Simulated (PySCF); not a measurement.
Job for PySCF: R-M06-2X/def2-TZVPP on CH6Sn (SMILES [CH3][SnH3]), a point of a torsion scan. Elements past Kr take the def2 small-core potentials; no spin–orbit coupling.

```python
from pyscf import gto, dft

mol = gto.M(
    atom='''
    C    -1.15745006   -0.08161983    0.01101966
    Sn    0.98419699    0.05129578   -0.01186106
    H    -1.56842188    0.54738727    0.79210472
    H    -1.47236282   -1.10270712    0.19225344
    H    -1.56780557    0.23991065   -0.93917465
    H     1.64384576   -0.43440128    1.42978219
    H     1.49899941    1.60322229   -0.28732169
    H     1.64475456   -0.90099433   -1.19767986
    ''',
    basis='def2-tzvpp',
    ecp={'Sn': 'def2-tzvpp'},
    charge=0, spin=0, verbose=4, max_memory=1800)
mf = dft.RKS(mol, xc='m062x').density_fit(auxbasis='def2-universal-jkfit')
mf.grids.level = 4
mf.conv_tol = 1e-9
mf.max_cycle = 150
mf.kernel()
mf.dip_moment()
```

What total energy does the run end on?

-255.8970 hartree.
